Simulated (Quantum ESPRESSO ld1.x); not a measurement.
Question: The table gives one normalised radial function P(r) = r R(r) of Ru4+ in [Ar] 3d10 4s2 4p5.75 4d4 5s0.25 (r in bohr). All-electron calculation, scalar-relativistic Kohn-Sham, relativistic LDA (MacDonald-Vosko exchange, VWN5 correlation), spin-unpolarised, spherical densities, point nucleus. Program: ld1.x of Quantum ESPRESSO 7.5.

r	P
0.004005	0.2987
0.005257	0.3638
0.006956	0.4361
0.009203	0.5070
0.01218	0.5640
0.01611	0.5873
0.02115	0.5510
0.02798	0.4214
0.03702	0.1725
0.04899	-0.1928
0.06482	-0.6109
0.08508	-0.9271
0.1126	-0.9526
0.1489	-0.5053
0.1971	0.3668
0.2587	1.2728
0.3423	1.7665
0.4529	1.5759
0.5992	0.9556
0.7928	0.3821
1.041	0.0981
1.377	0.0133
1.822	0.0008
2.41	0.0000
3.189	0.0000
4.186	0.0000
5.539	0.0000
7.329	0.0000

Which n and l does it have? It may be an empty orbital.

Answer: n = 3, l = 0: the number of nodes gives n - l - 1 = 2, the rise at small r (about r^(l+1), flatter next to the nucleus through relativity) gives l, and the extent must fit the shell. The curve is that of 3s. 3s: eigenvalue -607.59 eV, 2 radial nodes at r = 0.0427, 0.177 bohr, <r> = 0.404 bohr, 90 % of the charge inside 0.596 bohr.
